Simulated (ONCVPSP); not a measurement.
Reading a pseudo-wave (P (Z = 15))

Columns: radius, all-electron u(r) and pseudo u(r) of the 2p shell (level -126.18 eV) of phosphorus in the configuration [He] 2s2 2p6 3s1 3p4; PW91, non-relativistic, ONCV scheme, ONCVPSP 4.0.1.

```json
{"r (bohr)": "0.042", "all-electron": "0.1390", "pseudo": "0.0449"}
{"r (bohr)": "0.085", "all-electron": "0.4194", "pseudo": "0.1764"}
{"r (bohr)": "0.128", "all-electron": "0.7117", "pseudo": "0.3764"}
{"r (bohr)": "0.170", "all-electron": "0.9562", "pseudo": "0.6119"}
{"r (bohr)": "0.212", "all-electron": "1.1430", "pseudo": "0.8582"}
{"r (bohr)": "0.255", "all-electron": "1.2738", "pseudo": "1.0921"}
{"r (bohr)": "0.298", "all-electron": "1.3498", "pseudo": "1.2832"}
{"r (bohr)": "0.340", "all-electron": "1.3801", "pseudo": "1.4137"}
{"r (bohr)": "0.382", "all-electron": "1.3756", "pseudo": "1.4819"}
{"r (bohr)": "0.425", "all-electron": "1.3441", "pseudo": "1.4909"}
{"r (bohr)": "0.467", "all-electron": "1.2945", "pseudo": "1.4501"}
{"r (bohr)": "0.510", "all-electron": "1.2304", "pseudo": "1.3714"}
{"r (bohr)": "0.552", "all-electron": "1.1595", "pseudo": "1.2726"}
{"r (bohr)": "0.595", "all-electron": "1.0823", "pseudo": "1.1624"}
{"r (bohr)": "0.638", "all-electron": "1.0032", "pseudo": "1.0531"}
{"r (bohr)": "0.680", "all-electron": "0.9263", "pseudo": "0.9533"}
{"r (bohr)": "0.722", "all-electron": "0.8513", "pseudo": "0.8632"}
{"r (bohr)": "0.765", "all-electron": "0.7774", "pseudo": "0.7810"}
{"r (bohr)": "0.807", "all-electron": "0.7089", "pseudo": "0.7094"}
{"r (bohr)": "0.850", "all-electron": "0.6428", "pseudo": "0.6428"}
{"r (bohr)": "0.892", "all-electron": "0.5827", "pseudo": "0.5827"}
{"r (bohr)": "0.935", "all-electron": "0.5256", "pseudo": "0.5256"}
{"r (bohr)": "0.977", "all-electron": "0.4742", "pseudo": "0.4742"}
{"r (bohr)": "1.020", "all-electron": "0.4260", "pseudo": "0.4260"}
{"r (bohr)": "1.062", "all-electron": "0.3830", "pseudo": "0.3830"}
{"r (bohr)": "1.105", "all-electron": "0.3430", "pseudo": "0.3430"}
```

Question: How many radial nodes do the two functions have?

Answer: The all-electron 2p function has n − l − 1 = 0; the pseudo-wave has 0.

Question: At about which radius was the pseudo-wave matched?

Answer: 0.85 bohr, where the columns begin to agree (steps of 0.04 bohr).

Question: Is the pseudo-wave norm-conserving?

Answer: Yes: the ONCV scheme keeps the norm inside the radius equal to the all-electron one, which fixes the energy derivative of the logarithmic derivative at the level.
